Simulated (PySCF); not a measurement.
## Sm (samarium, neutral) across methods

[Xe] 4f6 5d2, one real determinant (an excited configuration). All numbers are calculated (PySCF 2.14, scalar relativity by spin-free X2C-1e, in x2c-TZVPPall with one added diffuse shell each of s, p, d, f type (12s8p8d5f2g, 129 functions)).

```tsv
method	E (hartree)	mean ε 5p β (eV)	mean ε 4f α (eV)	mean ε 5d α (eV)	Σ⟨r²⟩ (bohr²)	⟨S²⟩
LDA	-10418.51	-19.796	-1.949	-1.334	80.88	20.002
PBE	-10426.24	-19.606	-1.857	-1.363	81.70	20.002
PBE0	-10426.18	-20.902	-3.936	-1.849	79.48	20.003
r2SCAN	-10426.56	-19.859	-1.853	-1.385	78.79	20.005
UHF	-10422.61148	-24.253	-10.719	-3.194	79.19	20.005
```

⟨L²⟩ = 24.16 against 42 for a pure I term, so this real determinant mixes terms. Spin-orbit coupling, absent here, splits the open shell strongly.
